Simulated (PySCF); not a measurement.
**Atomic charges against the basis set**

Compound: C₃H₇ClO₂S.
Bonds: C1–C2, C2–C3, C3–S4, S4–O5 (double), S4–O6 (double), S4–Cl7. Hydrogens: H8, H9, H10 on C1; H11, H12 on C2; H13, H14 on C3.

PBE0 throughout (PySCF), one geometry, spherical d and f functions. Isolated species at its PBE0-D3(BJ)/def2-SVP geometry (one conformer only). Atoms taken as equivalent share a column and are averaged. The first 7 of 9 kinds of atom are listed.

Mulliken charges (e):

```tsv
basis	functions	C1	C2	C3	S4	O5/O6	Cl7	H8/H9/H10
pcSseg-0	85	-0.649	-0.535	-0.725	+1.398	-0.668	-0.129	+0.252
cc-pVDZ	141	-0.094	-0.108	-0.187	+0.811	-0.382	-0.178	+0.059
def2-SVP	141	-0.094	-0.099	-0.138	+0.768	-0.404	-0.159	+0.060
aug-cc-pVDZ	232	+0.497	+0.548	+0.106	+1.936	-0.871	-0.246	-0.131
def2-TZVP	271	-0.390	-0.197	-0.243	+0.754	-0.380	-0.169	+0.137
cc-pVTZ	316	-0.296	-0.184	-0.238	+0.823	-0.386	-0.182	+0.109
```

IAO charges (e):

```csv
basis,functions,C1,C2,C3,S4,O5/O6,Cl7,H8/H9/H10
pcSseg-0,85,-0.432,-0.272,-0.438,+1.659,-0.706,-0.288,+0.155
cc-pVDZ,141,-0.418,-0.253,-0.436,+1.909,-0.793,-0.313,+0.147
def2-SVP,141,-0.409,-0.249,-0.429,+1.917,-0.803,-0.303,+0.144
aug-cc-pVDZ,232,-0.429,-0.258,-0.436,+1.928,-0.811,-0.307,+0.150
def2-TZVP,271,-0.431,-0.259,-0.456,+2.005,-0.840,-0.306,+0.151
cc-pVTZ,316,-0.433,-0.260,-0.451,+1.976,-0.827,-0.308,+0.151
```

Some averages cover members that differ in this geometry, most widely: H8/H9/H10, Mulliken in def2-TZVP +0.116 to +0.162; H8/H9/H10, Mulliken in pcSseg-0 +0.234 to +0.275; H8/H9/H10, Mulliken in def2-SVP +0.044 to +0.080; H8/H9/H10, Mulliken in cc-pVTZ +0.092 to +0.128 e.

Question: Which scheme is steadiest as the basis changes?

Answer: Largest range over the bases for any column: IAO 0.35 e, Mulliken 1.18 e. IAO charges move least and Mulliken charges most, counted in e.

Question: How much do the charges still move between the two largest bases, def2-TZVP and cc-pVTZ?

Answer: At most, over all atoms: Mulliken 0.094 e, IAO 0.030 e.

Question: What do the same runs give for the total energy, the frontier levels and the dipole moment?

Answer: 
| basis | energy (Eh) | HOMO (eV) | LUMO (eV) | μ (D) |
| --- | --- | --- | --- | --- |
| pcSseg-0 | -1124.9433 | -9.19 | -2.53 | 4.80 |
| cc-pVDZ | -1126.7395 | -8.84 | -1.64 | 4.10 |
| def2-SVP | -1126.2550 | -8.90 | -1.61 | 4.08 |
| aug-cc-pVDZ | -1126.7748 | -9.05 | -1.96 | 4.26 |
| def2-TZVP | -1126.9135 | -9.07 | -1.72 | 4.15 |
| cc-pVTZ | -1126.8970 | -9.03 | -1.72 | 4.15 |

The dipole is fixed by the density alone, so its range of 0.72 D shows that the density itself changes with the basis, not only its division among atoms.
